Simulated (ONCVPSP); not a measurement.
Tc, ONCV: configuration errors across variants

* Element: Tc
* Generator: ONCVPSP 4.0.1
* Type: optimised norm-conserving Vanderbilt (ONCV)
* Functional: PBE
* Relativity: scalar-relativistic
* Frozen core: [Ar] 3d10
* Valence charge: 15
* Reference configuration: 4s2 4p6 4d5 5s1.75 (charge +0.25)
* Partial waves: 4s+5s: rc 1.85 bohr, ncon 3, nbas 6, qcut 6.1 1/bohr, 2 projectors; 4p: rc 1.75 bohr, ncon 4, nbas 8, qcut 7.5 1/bohr, 2 projectors, debl 2.8 Ha; 4d: rc 2.20 bohr, ncon 4, nbas 9, qcut 6.3 1/bohr, 2 projectors, debl 2.9 Ha
* Local potential: polynomial inside 1.50 bohr (lpopt 4, dvloc0 2 Ha)
* Core correction: Teter function, fcfact 4.5, rcfact 1.35

All-electron excitation energies from the reference (eV): (1) 4s2 4p6 4d5 5s2 -1.449; (2) 4s2 4p6 4d5 5s1 6.705; (3) 4s2 4p6 4d5 5s0 21.557; (4) 4s2 4p6 4d5 5s1.5 1.834.

Errors AE − PS in meV (a dash: test not solved or not reliable):

| change | (1) | (2) | (3) | (4) | bound ghosts | GHOST(+) flags above zero |
| --- | --- | --- | --- | --- | --- | --- |
| base | +0.2 | -1.5 | -9.1 | -0.3 | none | none |
| core correction Teter function, fcfact 4.5, rcfact 1.02 | +0.2 | -1.5 | -9.1 | -0.3 | none | none |
| core correction Teter function, fcfact 4.5, rcfact 1.14 | +0.2 | -1.5 | -9.0 | -0.3 | none | none |
| core correction Teter function, fcfact 4.5, rcfact 1.5 | +0.2 | -1.6 | -9.5 | -0.3 | none | none |
| core correction Teter function, fcfact 4.5, rcfact 1.66 | +0.2 | -1.7 | -11 | -0.3 | none | none |
| core correction Teter function, fcfact 4.5, rcfact 1.84 | +0.2 | -2.2 | -15 | -0.4 | none | none |
| core correction Teter function, fcfact 4.5, rcfact 2.06 | +0.1 | -3.6 | -29 | -0.5 | none | none |

**Question.** Give the same row for: core correction Teter function, fcfact 4.5, rcfact 1.32.

**Answer.** +0.2, -1.5, -9.0, -0.3; bound ghosts: none; GHOST(+) flags above zero: none.
